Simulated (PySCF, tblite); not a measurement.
Breaking a bond: KF, singlet.

Computed with: UKS-M06-2X = unrestricted M06-2X/def2-TZVP (PySCF); RKS-M06-2X = restricted M06-2X/def2-TZVP (PySCF); RHF/def2-TZVP (PySCF); GFN2-xTB, 300 K electronic temperature (tblite); RKS-PBE = restricted PBE/def2-TZVP (PySCF).

Energies are in kJ/mol, each relative to the lowest point of its own curve near equilibrium.

| R / Å | UKS-M06-2X | RKS-M06-2X | RHF | GFN2-xTB | RKS-PBE |
|---|---|---|---|---|---|
| 1.73 | 189.0 | 189.0 | 207.0 | 45.1 | 176.8 |
| 1.87 | 74.8 | 74.8 | 84.3 | 7.8 | 69.1 |
| 1.96 | 34.4 | 34.4 | 40.4 | 0.4 | 31.6 |
| 2.08 | 7.0 | 7.0 | 9.7 | 0.0 | 6.5 |
| 2.11 | 3.7 | 3.7 | 5.7 | 0.9 | 3.5 |
| 2.19 | 0.0 | 0.0 | 0.1 | 4.4 | 0.0 |
| 2.25 | 1.1 | 1.1 | 0.0 | 7.8 | 0.9 |
| 2.34 | 7.3 | 7.3 | 4.5 | 13.6 | 6.3 |
| 2.39 | 12.5 | 12.5 | 8.8 | 16.9 | 10.9 |
| 2.56 | 35.8 | 35.8 | 29.4 | 28.7 | 31.8 |
| 2.73 | 63.3 | 63.3 | 54.8 | 40.2 | 56.7 |
| 2.97 | 103.1 | 103.1 | 92.2 | 55.1 | 93.0 |
| 3.28 | 150.6 | 150.6 | 137.8 | 73.2 | 136.6 |
| 3.57 | 189.5 | 189.5 | 175.5 | — | 171.8 |
| 3.95 | 233.0 | 233.0 | 217.6 | — | 209.8 |
| 4.43 | 278.2 | 278.2 | 261.2 | — | — |
| 4.84 | 309.9 | 309.9 | 291.9 | — | — |
| 5.36 | 342.8 | 342.8 | 323.8 | — | — |
| 5.86 | 367.5 | 367.5 | 348.6 | — | — |
| 6.53 | 392.8 | 392.8 | 374.7 | — | — |
| 7.68 | 415.4 | 422.5 | 407.5 | — | — |
| 8.83 | 426.6 | 442.4 | 431.4 | — | — |

At the longest distance, 8.83 Å, RKS-M06-2X lies highest above its minimum (442.4 kJ/mol) and UKS-M06-2X lowest (426.6 kJ/mol).

Dashes: no converged value, or the column stops at the first point that the program doubted or that broke a chosen test of continuity, which isn't proof of a fault.

The unrestricted determinant behind UKS-M06-2X is spin-contaminated at 7.68 to 8.83 Å (<S²> up to 0.5, against 0.00 for a pure singlet). At the longest distance UKS-M06-2X, RKS-M06-2X leaves fractional charges on the fragments, a sign of delocalisation error or of the restricted form. The restricted form behind RKS-M06-2X, RHF, RKS-PBE keeps the bonding electrons paired and can't separate into open-shell fragments.
